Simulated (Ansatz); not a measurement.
`[NH2][SnH2][Br]` + HCl → `[Cl][SnH2][Br]` + NH₃ at 500 K and 1 bar (ligand exchange at the Sn–N bond).

Isolated molecules relaxed with PBE0-D4/def2-TZVP in Ansatz; ΔE leaves out vibrations. CCSD(T)/CBS is the MP2 limit (def2-TZVPP, def2-QZVPP) plus CCSD(T) − MP2 in def2-TZVPP, frozen cores. This one scheme is used for every species. Elements past krypton have def2 core potentials. For Br, Sn outer-core shells are correlated without core-valence functions, which leaves a few kJ/mol of doubt a bond. Scalar relativity is left out up to krypton. One conformer a species, not always the lowest.

```csv
species,CCSD(T)/CBS energy (Eh),H − E (kJ/mol),S (J/(mol·K))
`[NH2][SnH2][Br]`,-2844.49555,142.0,393.2
HCl,-460.38127,32.5,201.9
`[Cl][SnH2][Br]`,-3248.40375,73.8,373.3
NH₃,-56.50880,108.2,211.8
```

H − E and S are ideal-gas, rigid-rotor, harmonic terms from PBE0-D4/def2-TZVP, for one conformer and one mirror image of each species. 1 Eh = 2625.50 kJ/mol, R = 8.31446 J/(mol·K).

**Question.** By hand: ΔE, ΔH, ΔS and ΔG.

**Answer.** ΔE = (-3248.40375) + (-56.50880) − (-2844.49555) − (-460.38127) = -0.03573 Eh = -93.8 kJ/mol. Δ(H − E) = 73.8 + 108.2 − 142.0 − 32.5 = 7.5, so ΔH = -86.3 kJ/mol. ΔS = 373.3 + 211.8 − 393.2 − 201.9 = -10.0 J/(mol·K). ΔG = -86.3 − 500 × (-10.0)/1000 = -81.3 kJ/mol.

**Question.** By hand: the equilibrium constant, and the temperature at which ΔG would vanish if ΔH and ΔS stayed fixed.

**Answer.** log₁₀ K = −ΔG/(RT ln 10) = 8.5. ΔG = 0 at ΔH/ΔS = 8630 K, far beyond where these terms or the molecules hold.

The number of gas molecules stays the same, so ΔS is small and ΔH decides. A doubt of 5 kJ/mol in ΔE shifts log₁₀ K by 0.5 here. Other conformers and mirror images would add mixing entropy, several J/(mol·K) or more a flexible species. These are equilibria of isolated gas molecules and say nothing of rates. Largest T1 diagnostic: 0.011 (customary marks: 0.02 for closed shells, 0.045 for open ones).
